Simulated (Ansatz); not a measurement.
A run on CH₇AlOSi, SMILES `CO[SiH2][AlH2]` with other settings.

```yaml
crystal:
  periodic: [false, false, false]
  atoms:
    - {symbol: C, position_ang: [0.658438, 1.980611, -0.380575]}
    - {symbol: O, position_ang: [-0.088620, 0.791662, -0.494169]}
    - {symbol: Si, position_ang: [0.220458, -0.519978, 0.465606]}
    - {symbol: Al, position_ang: [-1.348423, -2.320697, -0.117992]}
    - {symbol: H, position_ang: [0.272192, 2.701010, -1.104017]}
    - {symbol: H, position_ang: [1.720375, 1.807703, -0.592870]}
    - {symbol: H, position_ang: [0.571899, 2.413457, 0.623378]}
    - {symbol: H, position_ang: [1.650751, -0.939946, 0.297392]}
    - {symbol: H, position_ang: [0.113207, -0.122519, 1.908177]}
    - {symbol: H, position_ang: [-2.446901, -2.147060, -1.251021]}
    - {symbol: H, position_ang: [-1.257977, -3.701341, 0.666691]}
basis:
  gaussian: {orbitals: aug-cc-pVDZ}
hamiltonian: {xc: {name: wB97}}
output: {forces: true}
```

```sh
$ ansatz run in.yaml --threads 2 --pin off --events-out ev --progress --plain --max-ram 4352MiB
```

Output, abridged:

```
Functional definition: wB97
1514 factors; their error is unknown
825 factors; integrals over basis functions are off by at most 9.8e-6 eV
mean field evaluation 1: about -17667.7784 eV, gradient 4.3e1 eV
mean field evaluation 2: about -17667.7051 eV, gradient 4.7e1 eV
mean field evaluation 4: about -17671.6603 eV, gradient 1.7e0 eV
mean field evaluation 8: about -17671.6709 eV, gradient 5.3e-2 eV
mean field evaluation 16: about -17671.6030 eV, gradient 2.7e-5 eV
mean field -17671.60303948 eV, -649.4194334581 hartree, gradient 2.6e-5 eV, S^2 0.000000; 0 other end points of the search recorded, 0 dependent functions left out
reference -17671.60301564 eV, -649.4194325821 hartree; 24, 24 occupied and 139, 139 virtual orbitals, 1514 factors
Total energy: -17671.60301564 eV, -649.4194325821 hartree
Atom 0 at     0.658438     1.980611    -0.380575 Å, force     0.065303     0.091135     0.015517 eV/Å
Atom 1 at    -0.088620     0.791662    -0.494169 Å, force    -0.475625     0.859415    -0.888630 eV/Å
Atom 2 at     0.220458    -0.519978     0.465606 Å, force     0.122609    -1.211153     0.730355 eV/Å
Atom 3 at    -1.348423    -2.320697    -0.117992 Å, force     0.004169     0.013382    -0.001422 eV/Å
Atom 4 at     0.272192     2.701010    -1.104017 Å, force    -0.085912     0.170785    -0.166611 eV/Å
Atom 5 at     1.720375     1.807703    -0.592870 Å, force     0.258382    -0.061268    -0.059154 eV/Å
Atom 6 at     0.571899     2.413457     0.623378 Å, force    -0.036741     0.094049     0.252468 eV/Å
Atom 7 at     1.650751    -0.939946     0.297392 Å, force     0.161642    -0.024007    -0.038225 eV/Å
Atom 8 at     0.113207    -0.122519     1.908177 Å, force    -0.018621     0.071295     0.150377 eV/Å
Atom 9 at    -2.446901    -2.147060    -1.251021 Å, force    -0.002046     0.009687    -0.007406 eV/Å
Atom 10 at    -1.257977    -3.701341     0.666691 Å, force     0.006840    -0.013322     0.012731 eV/Å
Dipole moment:     0.115743     0.108506     0.055719 e Å
```

It took 12 s on 2 threads of an Arm Neoverse V1 on a shared host, with 0.51 GiB of host memory at the peak.
